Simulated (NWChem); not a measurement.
Everything below was run with NWChem. System: 1,1-difluoroethane (C2H4F2), charge 0, spin multiplicity 1, at a geometry optimised with PBE0/def2-SVP. Level: RHF/def2-TZVP.

Part of the output:

```
             Northwest Computational Chemistry Package (NWChem) 7.3.0
             --------------------------------------------------------

                                NWChem Input Module
                                -------------------

 Scaling coordinates for geometry "geometry" by  1.889725989
 (inverse scale =  0.529177249)

 Turning off AUTOSYM since
 SYMMETRY directive was detected!

                             Geometry "geometry" -> ""
                             -------------------------

 Output coordinates in angstroms (scale by  1.889725989 to convert to a.u.)

  No.       Tag          Charge          X              Y              Z
 ---- ---------------- ---------- -------------- -------------- --------------
    1 C                    6.0000    -0.27978000     1.33820300     0.00000000
    2 C                    6.0000    -0.31896500    -0.16160100     0.00000000
    3 F                    9.0000     0.31850300    -0.64563200    -1.09221500
    4 F                    9.0000     0.31850300    -0.64563200     1.09221500
    5 H                    1.0000     0.76791300     1.67121300     0.00000000
    6 H                    1.0000    -0.78168600     1.73153100    -0.89447600
    7 H                    1.0000    -0.78168600     1.73153100     0.89447600
    8 H                    1.0000    -1.34513000    -0.57250300     0.00000000

 Effective nuclear repulsion energy (a.u.)     132.8145412840

            Nuclear Dipole moment (a.u.)
            ----------------------------
        X                 Y               Z
 ---------------- ---------------- ----------------
    -0.0000094486     0.0000151178     0.0000000000

      Symmetry information
      --------------------

 Group name             Cs
 Group number              2
 Group order               2
 No. of unique centers     6

      Symmetry unique atoms

     1    2    3    5    6    8


 Summary of "ao basis" -> "" (spherical)
 ------------------------------------------------------------------------------
       Tag                 Description            Shells   Functions and Types
 ---------------- ------------------------------  ------  ---------------------
 *                         def2-tzvp                  on all atoms

 Summary of "ao basis" -> "ao basis" (spherical)
 ------------------------------------------------------------------------------
       Tag                 Description            Shells   Functions and Types
 ---------------- ------------------------------  ------  ---------------------
 C                         def2-tzvp                11       31   5s3p2d1f
 F                         def2-tzvp                11       31   5s3p2d1f
 H                         def2-tzvp                 4        6   3s1p

                                 NWChem SCF Module
                                 -----------------

  ao basis        = "ao basis"
  functions       =   148
  atoms           =     8
  closed shells   =    17
  open shells     =     0
  charge          =   0.00
  wavefunction    = RHF
  use symmetry    = T
  symmetry adapt  = T

 Summary of "ao basis" -> "ao basis" (spherical)
 ------------------------------------------------------------------------------
       Tag                 Description            Shells   Functions and Types
 ---------------- ------------------------------  ------  ---------------------
 C                         def2-tzvp                11       31   5s3p2d1f
 F                         def2-tzvp                11       31   5s3p2d1f
 H                         def2-tzvp                 4        6   3s1p

      Symmetry analysis of basis
      --------------------------

        a'         89
        a"         59

 Forming initial guess at       0.1s

      Superposition of Atomic Density Guess
      -------------------------------------

 Sum of atomic energies:        -276.17804995

      Non-variational initial energy
      ------------------------------

 Total energy =    -277.826908
 1-e energy   =    -644.985141
 2-e energy   =     234.343691
 HOMO         =      -0.385538
 LUMO         =       0.103738

      Symmetry analysis of molecular orbitals - initial
      -------------------------------------------------
[...]
     1 a'          2 a"          3 a'          4 a'          5 a'
     6 a"          7 a'          8 a'          9 a"         10 a'
    11 a'         12 a"         13 a"         14 a'         15 a"
    16 a'         17 a'         18 a'         19 a'         20 a"
    21 a'         22 a"         23 a'         24 a'         25 a'
    26 a"         27 a'

 Starting SCF solution at       1.9s

 ----------------------------------------------
         Quadratically convergent ROHF

 Convergence threshold     :          1.000E-07
 Maximum no. of iterations :          100
 Final Fock-matrix accuracy:          1.000E-09
 ----------------------------------------------

              iter       energy          gnorm     gmax       time
             ----- ------------------- --------- --------- --------
                 1     -276.9845364127  1.23D+00  2.64D-01      2.1
                 2     -277.0582820624  3.49D-01  6.01D-02      2.6
                 3     -277.0674083532  1.96D-02  3.59D-03      3.4
                 4     -277.0674490489  1.13D-04  3.49D-05      4.6
                 5     -277.0674490506  8.04D-09  1.24D-09      6.5

       Final RHF  results
       ------------------

         Total SCF energy =   -277.067449050566
      One-electron energy =   -647.279035904350
      Two-electron energy =    237.397045569764
 Nuclear repulsion energy =    132.814541284020

        Time for solution =      4.6s

       Symmetry analysis of molecular orbitals - final
       -----------------------------------------------

  Numbering of irreducible representations:

     1 a'          2 a"

  Orbital symmetries:

     1 a"          2 a'          3 a'          4 a'          5 a'
     6 a"          7 a'          8 a'          9 a'         10 a"
    11 a'         12 a"         13 a"         14 a'         15 a"
    16 a'         17 a'         18 a'         19 a'         20 a"
    21 a'         22 a"         23 a'         24 a'         25 a'
    26 a"         27 a'

             Final eigenvalues
             -----------------

              1
    1  -26.3015
    2  -26.3015
    3  -11.4017
    4  -11.2415
    5   -1.6571
    6   -1.5943
    7   -1.0486
    8   -0.8904
    9   -0.7755
   10   -0.7573
   11   -0.7271
   12   -0.6640
   13   -0.6275
   14   -0.6149
   15   -0.5674
   16   -0.5608
   17   -0.5114
   18    0.1448
   19    0.1771
   20    0.2110
   21    0.2203
   22    0.2513
   23    0.2534
   24    0.2779
   25    0.3411
   26    0.3493
   27    0.4010

                       ROHF Final Molecular Orbital Analysis
                       -------------------------------------

 Vector   15  Occ=2.000000D+00  E=-5.674330D-01  Symmetry=a"
              MO Center= -4.4D-01,  1.3D+00, -1.1D-15, r^2= 1.8D+00
   Bfn.  Coefficient  Atom+Function         Bfn.  Coefficient  Atom+Function
  ----- ------------  ---------------      ----- ------------  ---------------
     8      0.295837  1 C  pz                11      0.257979  1 C  pz
   132     -0.210939  6 H  s                138      0.210939  7 H  s

 Vector   16  Occ=2.000000D+00  E=-5.608461D-01  Symmetry=a'
              MO Center= -1.3D-01,  1.1D+00, -3.1D-14, r^2= 2.0D+00
   Bfn.  Coefficient  Atom+Function         Bfn.  Coefficient  Atom+Function
  ----- ------------  ---------------      ----- ------------  ---------------
     6      0.263365  1 C  px                 9      0.229571  1 C  px
   126      0.194836  5 H  s

 Vector   17  Occ=2.000000D+00  E=-5.113578D-01  Symmetry=a'
              MO Center= -2.6D-01,  1.1D-01,  3.1D-15, r^2= 2.1D+00
   Bfn.  Coefficient  Atom+Function         Bfn.  Coefficient  Atom+Function
  ----- ------------  ---------------      ----- ------------  ---------------
    38     -0.219907  2 C  py               144      0.213055  8 H  s
     7      0.208902  1 C  py                10      0.202592  1 C  py
    41     -0.171908  2 C  py                69      0.162705  3 F  py
   100      0.162705  4 F  py

 Vector   18  Occ=0.000000D+00  E= 1.447985D-01  Symmetry=a'
              MO Center= -8.3D-01,  1.5D+00, -7.9D-16, r^2= 6.4D+00
   Bfn.  Coefficient  Atom+Function         Bfn.  Coefficient  Atom+Function
  ----- ------------  ---------------      ----- ------------  ---------------
     5      6.184564  1 C  s                133     -2.152572  6 H  s
   139     -2.152572  7 H  s                127     -1.847913  5 H  s
   145     -1.261634  8 H  s                 36     -0.792566  2 C  s
    44     -0.750672  2 C  py                 4     -0.720301  1 C  s
    43     -0.629742  2 C  px               132      0.291960  6 H  s

 Vector   19  Occ=0.000000D+00  E= 1.771488D-01  Symmetry=a'
              MO Center= -9.9D-01,  1.0D-01,  8.3D-17, r^2= 7.1D+00
   Bfn.  Coefficient  Atom+Function         Bfn.  Coefficient  Atom+Function
  ----- ------------  ---------------      ----- ------------  ---------------
     5      4.821123  1 C  s                 36     -4.834622  2 C  s
   145      3.062104  8 H  s                127     -1.742945  5 H  s
    43      1.190993  2 C  px                13     -1.066259  1 C  py
    44     -0.862455  2 C  py               133     -0.610658  6 H  s
   139     -0.610658  7 H  s                144     -0.434262  8 H  s

 Vector   20  Occ=0.000000D+00  E= 2.109637D-01  Symmetry=a"
              MO Center= -1.2D+00,  1.7D+00,  2.0D-14, r^2= 5.0D+00
   Bfn.  Coefficient  Atom+Function         Bfn.  Coefficient  Atom+Function
  ----- ------------  ---------------      ----- ------------  ---------------
   133      2.701618  6 H  s                139     -2.701618  7 H  s
    14      2.078218  1 C  pz                45     -0.737599  2 C  pz
   132     -0.430282  6 H  s                138      0.430282  7 H  s
    67     -0.281016  3 F  s                 98      0.281016  4 F  s
     8      0.199523  1 C  pz

 center of mass
 --------------
 x =   0.07898600 y =  -0.16643284 z =   0.00000000

 moments of inertia (a.u.)
 ------------------
         333.030609918502          43.222121970394           0.000000000000
          43.222121970394         201.726595310463           0.000000000000
           0.000000000000           0.000000000000         199.503147566688

  Mulliken analysis of the total density
  --------------------------------------

    Atom       Charge   Shell Charges
 -----------   ------   -------------------------------------------------------
    1 C    6     6.29   0.85  1.12  0.47  0.68  0.05  1.27  1.41  0.37  0.02  0.04  0.00
    2 C    6     5.57   0.85  1.12  0.50  0.58  0.04  1.12  1.02  0.05  0.06  0.19  0.03
    3 F    9     9.28   0.77  1.20  0.59  1.01  0.34  2.24  2.27  0.83  0.00  0.01  0.00
    4 F    9     9.28   0.77  1.20  0.59  1.01  0.34  2.24  2.27  0.83  0.00  0.01  0.00
    5 H    1     0.88   0.26  0.49  0.11  0.02
    6 H    1     0.88   0.26  0.49  0.11  0.02
    7 H    1     0.88   0.26  0.49  0.11  0.02
    8 H    1     0.93   0.27  0.51  0.13  0.02

       Multipole analysis of the density wrt the origin
       ------------------------------------------------

     L   x y z        total         open         nuclear
     -   - - -        -----         ----         -------
     0   0 0 0      0.000000      0.000000     34.000000

     1   1 0 0     -0.661426      0.000000     -0.000009
     1   0 1 0      0.667724      0.000000      0.000015
     1   0 0 1      0.000000      0.000000      0.000000

     2   2 0 0    -16.177207      0.000000     23.309119
     2   1 1 0      0.661288      0.000000    -22.469770
     2   1 0 1     -0.000000      0.000000      0.000000
     2   0 2 0    -16.730505      0.000000     98.281607
     2   0 1 1      0.000000      0.000000      0.000000
     2   0 0 2    -18.995784      0.000000     82.395094

 Task  times  cpu:        6.5s     wall:        6.5s

 Total times  cpu:        6.5s     wall:        6.5s
```

Write an NWChem input that would produce this output.

This is not unique; one that fits is 
```
start mol
memory heap 200 mb stack 900 mb global 1100 mb
geometry units angstroms nocenter noautoz
  C     -0.279780     1.338203     0.000000
  C     -0.318965    -0.161601     0.000000
  F      0.318503    -0.645632    -1.092215
  F      0.318503    -0.645632     1.092215
  H      0.767913     1.671213     0.000000
  H     -0.781686     1.731531    -0.894476
  H     -0.781686     1.731531     0.894476
  H     -1.345130    -0.572503     0.000000
  symmetry group Cs
end
basis spherical
  * library def2-tzvp
end
scf
  rhf
  nopen 0
  maxiter 100
  thresh 1e-7
  semidirect memsize 60000000 filesize 0
end
task scf energy
```
